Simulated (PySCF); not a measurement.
Ga(Me)2(NH3) (C2H9GaN), SMILES [CH3][Ga]([CH3])<-[NH3] (connectivity only; charge and spin as stated), neutral, multiplicity 2.

Coordinates come from a r2SCAN-D4/def2-SVP optimisation. The multiplicity is an assumed one; no other spin state was optimised. The isomer is the one that the SMILES or the coordinates give; other isomers of the formula were not compared.

The numbers are results of PBE0/def2-TZVP (PySCF), not measurements.

Gas-phase values at a fixed geometry.

Computed frontier levels, dipole moment and polarisability:
```json
{
  "α spin, highest occupied and lowest empty level": "-4.03 and -0.03 eV",
  "β spin, highest occupied and lowest empty level": "-6.71 and -0.98 eV",
  "dipole_moment": "0.947 e·Å",
  "quadrupole, principal values (traceless, Buckingham form, about the centre of nuclear charge)": "-7.03, -6.02, 13.06 D·Å",
  "mean_static_polarisability": "77.4 bohr³ (11.46 Å³)",
  "polarisability_principal_values": "69.0, 77.6, 85.5 bohr³",
  "⟨S²⟩": "0.752 (pure state 0.75)"
}
```
